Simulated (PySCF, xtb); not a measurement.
Si(Cl)(OH)(SH)2 (ClH3OS2Si), SMILES O[Si](S)(S)Cl.

GFN2-xTB run with xtb 6.7.1 at its own geometry gives an orbital gap of 5.04 eV and a dipole moment of 3.44 D.

Geometry: B3LYP-D3(BJ)/def2-SVP. The structure was generated by enumeration, and PubChem lists no compound with its InChIKey, so it may never have been made. One conformer was computed; it need not be the lowest.

Task: What does ωB97X/def2-TZVP run with PySCF give? (An estimate is asked for; the answer gives what the named calculation found.)

Result: gap 12.40 eV (levels -10.28 and 2.12 eV), dipole 1.79 D.
